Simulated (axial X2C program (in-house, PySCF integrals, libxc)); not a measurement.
What spin–orbit coupling does to InS⁻

Calculated with an in-house all-electron X2C program for linear molecules (integrals from PySCF). Spin-free means the one-electron spin-free X2C Hamiltonian; two-component (2c) means X2C with spin–orbit coupling and atomic mean-field two-electron Coulomb and Gaunt terms, so the difference of the two also holds small scalar two-electron terms. Basis: In dyall-acv3z [12s13p10d5f1g], S dyall-av3z [9s8p3d2f] (cores contracted in-house); Gaussian nuclei, density fitting, unrestricted open shells. Masses: In 114.904 u, S 31.972 u.

Spin-free state: M_S = 0, Λ = 0 (closed shell); fragments In + S-.

```csv
level,Re (Å),ωe (cm⁻¹),De (eV),μ (D)
PBE0,2.320,390.4,3.758,-4.87
HF,2.319,408.6,2.464,-5.30
MP2,2.349,384.1,3.940,n/a
CCSD,2.343,389.4,3.578,n/a
CCSD(T),2.355,378.3,3.757,n/a
TPSS,2.342,370.6,3.817,-4.72
```

Correlated methods: 10 electrons correlated (number of frozen shells: In 4 s, 3 p, 2 d; S 2 s, 1 p), 290 virtual spin orbitals or spinors in MP2, 90 natural virtuals in coupled cluster.

Dipoles are positive if S is the positive end and refer to the centre of mass.

Two-component determinant lowest at the distance of the search:

Ω = 0 (closed shell); fragments In + S-.

```json
{"level": "PBE0", "Re (Å)": "2.320", "ωe (cm⁻¹)": "390.2", "De (eV)": "n/a", "μ (D)": "-4.87"}
{"level": "HF", "Re (Å)": "2.319", "ωe (cm⁻¹)": "408.3", "De (eV)": "n/a", "μ (D)": "-5.30"}
{"level": "MP2", "Re (Å)": "2.350", "ωe (cm⁻¹)": "383.9", "De (eV)": "3.767", "μ (D)": "n/a"}
{"level": "CCSD", "Re (Å)": "2.343", "ωe (cm⁻¹)": "389.0", "De (eV)": "3.412", "μ (D)": "n/a"}
{"level": "CCSD(T)", "Re (Å)": "2.356", "ωe (cm⁻¹)": "378.0", "De (eV)": "3.589", "μ (D)": "n/a"}
{"level": "TPSS", "Re (Å)": "2.342", "ωe (cm⁻¹)": "370.4", "De (eV)": "n/a", "μ (D)": "-4.72"}
```

(1) From the two tables, how do the constants change at the CCSD(T) level (2c against spin-free)?

The state is one determinant whose occupation by symmetry is held fixed; it was picked as the lowest of a PBE0 search that is not exhaustive. Closed shells are restricted here (equal orbitals for both partners); the stretched side of such a curve lies too high. De is counted from the lowest determinant-based energies of the atoms at the same level, without counterpoise correction. De is not given where an atomic determinant may have missed its ground term or J level, or where the truncated virtual space spoils (T). CCSD and (T) use frozen natural virtuals with an MP2 correction for the truncation; (T) itself is uncorrected, so its De runs slightly low. The functionals have no current-density term, which raises determinants with orbital currents, atoms included. The highest occupied level of some functionals is positive through self-interaction error; at Hartree–Fock it is bound. With the outer-core shells frozen, correlated bond lengths of heavy atoms tend to come out a few hundredths of an ångström too long. Hartree–Fock gets electron affinities wrong, so its lowest charge split need not be the true one.

Answers

(1) At the CCSD(T) level Re is unchanged within 0.001 Å and ωe drops by 0.3 cm⁻¹; De changes by -0.168 eV.
